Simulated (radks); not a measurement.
Q: Isoelectronic series with 28 electrons, each ion in its NIST ground configuration. Calculated with a radial shooting solver on a logarithmic mesh with Libxc functionals: scalar-relativistic Kohn-Sham, r2SCAN, spin-unpolarised, spherical densities, finite nucleus; meta-GGA in the generalised Kohn-Sham scheme; Fermi nuclear charge, rms radius of each element as measured or else 0.836 A^(1/3) + 0.57 fm. Total energies (hartree) and mean radii <r> (bohr):

ion    configuration  E (hartree)      3d      3p      3s       2p
Ni      [Ar] 3d8 4s2  -1520.75208   1.007  0.7785  0.7395   0.2152
Ga3+       [Ar] 3d10  -1942.13031  0.7835  0.6785  0.6513   0.1907
Se6+       [Ar] 3d10  -2420.99442  0.6128  0.5859  0.5716   0.1711
Zr12+      [Ar] 3d10  -3552.06966  0.4403  0.4558  0.4537   0.1416
Tc15+      [Ar] 3d10  -4205.44751  0.3879  0.4096  0.4102   0.1302
Pd18+      [Ar] 3d10  -4918.40380  0.3471  0.3717  0.3738   0.1204
In21+      [Ar] 3d10  -5691.84528  0.3144  0.3400  0.3429   0.1120
Te24+      [Ar] 3d10  -6526.78332  0.2874  0.3132  0.3164   0.1045
Cs27+      [Ar] 3d10   -7424.3565  0.2647  0.2901  0.2934  0.09796
Ce30+      [Ar] 3d10   -8385.8128  0.2454  0.2701  0.2733  0.09211
Pm33+      [Ar] 3d10   -9412.5358  0.2287  0.2526  0.2555  0.08687

Estimate the row of Rb9+ ([Ar] 3d10).

A: E (hartree) -2957.47481; 3d 0.5107; 3p 0.5132; 3s 0.5066; 2p 0.1550.
